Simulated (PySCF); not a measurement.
## Static response to an electric field

Species: 2-cyanopyridine oxide, C6H4N2O.
Geometry (GFN2-xTB, Å), atoms numbered from 1 in this order:
```xyz
13
C6H4N2O angstrom
N      3.5348    0.5053   -0.2144
C      2.4071    0.3171   -0.1459
C      1.0054    0.1493   -0.0608
C      0.1656    1.2545    0.0006
C     -1.2013    1.0807    0.0828
C     -1.6940   -0.2201    0.1010
C     -0.8322   -1.2858    0.0377
N      0.5121   -1.1273   -0.0431
O      1.2693   -2.1175   -0.0994
H      0.6097    2.2378   -0.0182
H     -1.8650    1.9273    0.1309
H     -2.7540   -0.4075    0.1641
H     -1.1618   -2.3135    0.0470
```

Level: wB97X-D/def2-SVPD (PySCF), static field, nuclei fixed, core orbitals frozen in the response. The polarisability tensor in these axes (au):

```
x   119.13  -2.82  -4.42
y    -2.82  95.90   0.63
z    -4.42   0.63  48.09
```

Give the principal values, the mean and the anisotropy Δα = √{½[(α1 − α2)² + (α2 − α3)² + (α1 − α3)²]}.

Principal values 47.81, 95.56 and 119.75 au; mean 87.71 au = 13.00 Å³ = 14.46 × 10⁻⁴⁰ C²·m²/J; Δα = 63.40 au (72 % of the mean).

What is the dipole moment, and where does it point?

(-6.65, 2.46, 0.43) D, 7.11 D in size, pointing from the negative to the positive side. Measured along this direction, the outermost atoms are N1 at the negative end and H12 and H11 at the positive end.

Orientational against electronic polarisability at 350 K (dilute gas, rigid molecules)?

In Gaussian units μ²/3kT = 348.35 Å³ against 13.00 Å³, a ratio of 26.80; the Debye molar polarisation (4π/3)N_A(α + μ²/3kT) is 911.5 cm³/mol, leaving out the vibrational part.

Refractivity n − 1 of an ideal gas of it at 350 K and 1 atm, from the electronic α?

N = p/kT = 2.0968 × 10¹⁹ cm⁻³, so n − 1 = 2π × N × 13.00 × 10⁻²⁴ cm³ = 1712 × 10⁻⁶ at long wavelengths.

Sum over states: ᾱ = Σ f/ω², ω in Eh. What share falls to these 8 lowest TDDFT singlets (eV, f)? 4.17, 0.0597; 4.23, 0.0000; 4.88, 0.1158; 5.51, 0.0002; 5.89, 0.4883; 6.48, 0.0001; 6.51, 0.2454; 6.61, 0.0010.

They add up to 20.88 au, 23.8 % of the 87.71 au; the largest single term is 10.42 au, from the state at 5.89 eV. Terms in order: 2.55, 0.00, 3.60, 0.00, 10.42, 0.00, 4.29, 0.02 au. Higher excitations give the rest. The strengths listed sum to 0.911.

What molar refraction does this α imply?

Lorentz–Lorenz: R = (4π/3)N_A α = 2.5225 cm³/(mol·Å³) × 13.00 Å³ = 32.8 cm³/mol, in the limit of long wavelengths.

Find the Langevin capture rate constant for O2+ (31.990 u) meeting this molecule (120.032 u), k = 2.342 × 10⁻⁹ cm³/s × √(α in Å³ / reduced mass in u).

The reduced mass is 25.26 u, so k = 1.68 × 10⁻⁹ cm³/s. The formula leaves out the permanent dipole, which adds to the capture rate.

Isolated species at its GFN2-xTB geometry, gas phase.

Note: wB97X-D ran without an empirical dispersion term, which enters the total energy and its gradient alone.
